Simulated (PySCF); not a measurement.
Isomers of C6H10OS, one GFN2-xTB conformer each. Single-point energies are computed at PBE0/def2-SVPD (PySCF, gas phase, no added dispersion term), electronic only.

Question: Rank them by PBE0/def2-SVPD energy, lowest first (kcal/mol).
A. `[CH3:1][C@@H:2]1[CH2:3][CH2:4][CH:5]=[CH:6][S@:7]1=[O:8]` with C1–C2–C3–C4 167°, C2–C3–C4–C5 46°, C3–C4–C5–C6 -7°, C5–C6–S7–O8 -136°
B. `[CH2:1]=[CH:2]/[C:3]([CH3:4])=[CH:5]/[S@@:6]([CH3:7])=[O:8]` with C1–C2–C3–C4 -2°, C3–C5–S6–C7 91°
C. `[CH2:1]=[C:2]([CH3:3])[CH2:4][O:5][C:6]([CH3:7])=[S:8]` with C1–C2–C4–O5 -123°, C2–C4–O5–C6 177°, C4–O5–C6–C7 -2°
D. `[CH3:1][S:2]/[C:3]([CH3:4])=[CH:5]/[C:6]([CH3:7])=[O:8]` with C1–S2–C3–C4 -179°, C3–C5–C6–C7 -179°
E. `[CH3:1][O:2][C:3](=[S:4])[CH2:5][CH:6]1[CH2:7][CH2:8]1` with C1–O2–C3–S4 1°, O2–C3–C5–C6 80°, C3–C5–C6–C7 148°
F. `[CH3:1][C:2]#[C:3][CH2:4][S@:5](=[O:6])[CH2:7][CH3:8]` with C3–C4–S5–O6 173°, C4–S5–C7–C8 178°
G. `C1C[C@H]2[S@]([C@@H]1CC2)=O`
H. `[CH2:1]=[CH:2][C@@H:3]1[CH2:4][S:5][C@@H:6]1[O:7][CH3:8]` with C1–C2–C3–C4 -123°, S5–C6–O7–C8 73°, C2–C3–C4–S5 -136°, C3–C4–S5–C6 12°, C4–S5–C6–O7 104°, C2–C3–C6–S5 135°

Answer: D (0.0), G (9.3), E (15.0), C (17.6), H (28.0), A (29.0), B (51.5), F (61.4).

As drawn, the lowest has a C=O bond and a C=C bond outside aromatic rings, which the highest lacks; the highest has a C≡C bond and an S=O bond, which the lowest lacks. Neighbours under 2.5 kcal/mol apart (C=C[C@@H]1CS[C@@H]1OC and C[C@@H]1CCC=C[S@]1=O) can change places with a better method, another conformer or zero-point energy. GFN2-xTB itself gives, in the same order: 24.7, 0.0, 23.8, 30.3, 36.4, 28.0, 54.7, 55.9. GFN2-xTB puts O=[S@]1[C@H]2CC[C@@H]1CC2 lowest instead; measured from each level's own lowest isomer, the values differ by up to 24.7 kcal/mol (CS/C(C)=C/C(C)=O: 24.7 against 0.0).

Which frontier levels, dipoles and rotational constants go with these structures?

```tsv
SMILES	HOMO (eV, PBE0/def2-SVPD)	LUMO (eV)	dipole (D)	A, B, C (MHz)
CS/C(C)=C/C(C)=O	-6.63	-1.37	3.76	3000, 1001, 761.5
O=[S@]1[C@H]2CC[C@@H]1CC2	-6.71	0.42	4.24	2718, 1886, 1758
COC(=S)CC1CC1	-6.45	-1.26	2.28	3051, 1047, 896.0
C=C(C)COC(C)=S	-6.26	-1.34	4.61	3502, 822.2, 727.5
C=C[C@@H]1CS[C@@H]1OC	-6.55	-0.36	1.18	2369, 1405, 956.1
C[C@@H]1CCC=C[S@]1=O	-6.55	-0.57	4.69	2385, 1840, 1133
C=C/C(C)=C/[S@@](C)=O	-6.61	-1.46	4.49	3984, 853.7, 805.6
CC#CC[S@](=O)CC	-6.71	0.11	4.40	2867, 900.3, 729.2
```
